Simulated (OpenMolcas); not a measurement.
neutral osmium: from CASSCF to CASPT2

```json
{
 "Program": "OpenMolcas 26.06",
 "Basis": "ANO-R2 [8s6p5d3f1g]",
 "Scalar Hamiltonian": "X2C, finite nucleus",
 "Active space": "6 electrons in 5 orbitals (5d)",
 "State averaging": "2S+1 = 5 even, 5 roots; 2S+1 = 3 even, 45 roots; 2S+1 = 1 even, 50 roots (44 in the spin-orbit step)",
 "Spin-orbit coupling": "state interaction with AMFI integrals over the reference wave functions, term energies averaged over their components"
}
```

Methods on the same reference wave functions:
A. CASSCF
B. SS-CASPT2, IPEA 0.25 Eh, imaginary shift 0.1 Eh (closed shells correlated: 5s 5p 6s)
C. MS-CASPT2, IPEA 0.25 Eh, imaginary shift 0.1 Eh (closed shells correlated: 5s 5p 6s)

Energies in eV above 5d⁶ 6s² ⁵D₄, the measured ground level; measured values from NIST Handbook of Basic Atomic Spectroscopic Data.

| Level | A | B | C | Measured |
| --- | --- | --- | --- | --- |
| 5d⁶ 6s² ⁵D₄ | 0.0000 | 0.0000 | 0.0000 | 0.0000 |
| 5d⁶ 6s² ⁵D₃ | 0.5222 | 0.548 | 0.547 | 0.5157 |
| 5d⁶ 6s² ⁵D₂ [62 %] | 0.6141 | 0.483 | 0.487 | 0.3398 |
| 5d⁶ 6s² ⁵D₁ | 0.8401 | 0.800 | 0.805 | 0.7149 |
| 5d⁶ 6s² ⁵D₀ | 0.8980 | 0.838 | 0.850 | 0.7554 |
| 5d⁶ 6s² ³H₆ | 2.1511 | 1.980 | 1.978 |  |
| 5d⁶ 6s² ³H₅ [50 %] | 2.1767 | 1.940 | 1.938 |  |
| 5d⁶ 6s² ³P₂(1) [50 %] | 2.2201 | 1.781 | 1.773 |  |
| 5d⁶ 6s² ³F₃(1) [56 %] | 2.5654 | 2.185 | 2.186 |  |
| 5d⁶ 6s² ³F₂(1) [67 %] | 2.6850 | 2.193 | 2.176 |  |
| 5d⁶ 6s² ³G₅ [50 %] | 3.1517 | 2.897 | 2.895 |  |
| 5d⁶ 6s² ³G₄ [66 %] | 3.2682 | 2.891 | 2.888 |  |
| 5d⁶ 6s² ³D₁ [51 %] | 3.2931 | 2.723 | 2.684 |  |
| 5d⁶ 6s² ³D₂ [70 %] | 3.5149 | 2.883 | 2.893 |  |
| 5d⁶ 6s² ¹I₆ | 3.6442 | 3.393 | 3.391 |  |
| 5d⁶ 6s² ³P₁(1) [52 %] | 3.8336 | 3.254 | 3.245 |  |
| 5d⁶ 6s² ¹G₄(1) [62 %] | 4.2457 | 3.864 | 3.852 |  |
| 5d⁶ 6s² ¹F₃ [63 %] | 4.5612 | 3.615 | 3.611 |  |
| 5d⁶ 6s² ¹D₂ [55 %] | 4.6345 | 3.772 | 3.760 |  |
| 5d⁶ 6s² ³P₁(2) | 5.3420 | 4.281 | 4.315 |  |
| 5d⁶ 6s² ³F₄(2) | 5.6162 | 4.753 | 4.757 |  |
| 5d⁶ 6s² ³F₂(2) | 5.7054 | 4.819 | 4.827 |  |

Deviations, from unrounded energies. A percentage is the sum of absolute deviations over the sum of measured energies, with the sign that they share, or ± where signs differ.

| Against measurement | Levels | A | B | C |
| --- | --- | --- | --- | --- |
| mean absolute deviation (cm-1) | 4 | 1100 | 690 | 730 |
| fine structure of the ground term (%) | 4 | +23.6 | +14.8 | +15.6 |

B lies closest to measurement on these levels and A furthest from it. The largest miss of B in the table is 5d⁶ 6s² ⁵D₂ [62 %], by +1200 cm-1. The ranking rests on the paired levels alone, and a cruder setting can come out closer through cancelling errors.

Between B and C the level of the table that moves most is 5d⁶ 6s² ³D₁ [51 %], by 310 cm-1 (lowest in C, highest in B). Moves below CASPT2's spread within the term are not significant.

The mean deviations of B to C differ by less than CASPT2's widest spread within a term (1400 cm-1), so their order carries little weight.

From A to B the spin-free energies of the other terms of 5d⁶ 6s² shown, above ⁵D, scale by factors of 0.69 to 0.89.

The lowest spin-free term lies below A's lowest term by 0.460 hartree in B, 0.460 hartree in C.

Term energies are means over components that CASPT2 splits; among the terms shown or strongly mixed into the levels shown the widest spread is 1400 cm-1 (5d⁶ 6s² ¹I, C). Over all roots computed the reference weight is 0.83 to 0.89 in B, 0.83 to 0.89 in C; the roots of lowest weight are the least certain, and an intruder state may touch them. Some high roots are left out of the spin-orbit mixing, which shifts the levels that they would mix with. With the s shell closed, the reference lacks s² → p², s² → d² and s → d mixing, so excited terms can stand far too high and out of order, with CASPT2 too. Without dynamic correlation excited terms often stand tens of per cent too high (terms of higher spin than the ground term too low), and those without a measured partner can miss by more than the paired ones (holds for A). Some levels mix across a computed gap that differs much from the measured one, so their mixing is not that of the real levels (holds for A; B). Some terms miss by over 15 % even with CASPT2, which points to a basis or an active space too small for the shells correlated (holds for B). The CASPT2 spread within a term exceeds the gap to the next term for 5d⁶ 6s² ³D and 5d⁶ 6s² ¹I, 5d⁶ 6s² ¹I and 5d⁶ 6s² ¹G(1), so the order of their levels is uncertain (holds for C). Measured partners are found by configuration, term and J. A level has none where our copy of the source lacks it or the pairing is in doubt (some pairs that miss far off the trend of their configuration count as doubtful), and it then counts in no deviation. Only configurations of the active space appear. Levels that lie high or do not pair safely by name in every column are left out.

A share in square brackets marks a mixed level and gives the weight of the term that names it, the lowest over the columns. A number in round brackets counts repeated terms of one configuration in the order of the reference energies.
